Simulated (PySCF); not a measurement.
Computed, not measured: PySCF, delta-SCF UKS SCAN, pcX-2 on the ionised atom, pcseg-1 elsewhere, spin-free X2C. Geometries: PBE0-D3(BJ)/def2-SVP; isolated species, one conformer each. Kα1 is taken as the energy difference of the 1s-hole and 2p3/2-hole states at the ground state's geometry. 2p3/2 and 2p1/2 are the ΔSCF energy of one spin-free 2p hole plus the eigenvalues of a spin–orbit and ligand-field matrix of the shell.

```json
{"site": "silicon in `C=CO[SiH2]N`", "Si 2p3/2 (eV)": "107.59"}
{"site": "Si4 in `[CH3:1][CH2:2][CH2:3][Si@H:4]1[CH2:5][CH2:6][SiH2:7][NH:8]1`", "Si 2p3/2 (eV)": "106.13"}
{"site": "Si6 in `[CH3:1][CH2:2][CH2:3][C@@H:4]1[CH2:5][SiH2:6][NH:7][SiH2:8]1`", "Si 2p3/2 (eV)": "106.53"}
{"site": "silicon in `CO/C=N/[SiH3]`", "Si 2p3/2 (eV)": "106.92"}
```

Q: What are the Si 1s binding energies, and the Kα1 emission energies that follow?

A: 
```tsv
site	bonded to	1s (eV)	2p3/2 (eV)	Kα1 = 1s − 2p3/2 (eV)
Si4 in `[CH3:1][CH2:2][CH2:3][Si@H:4]1[CH2:5][CH2:6][SiH2:7][NH:8]1`	N, 2 C and H	1846.00	106.13	1739.87
Si6 in `[CH3:1][CH2:2][CH2:3][C@@H:4]1[CH2:5][SiH2:6][NH:7][SiH2:8]1`	N, C and 2 H	1846.40	106.53	1739.87
silicon in `CO/C=N/[SiH3]`	N and 3 H	1846.76	106.92	1739.84
silicon in `C=CO[SiH2]N`	O, N and 2 H	1847.59	107.59	1740.00
```

Ranges: 1s 1.59 eV, 2p3/2 1.46 eV, Kα1 0.16 eV. A straight-line fit of 1s on 2p3/2 has slope 1.09.
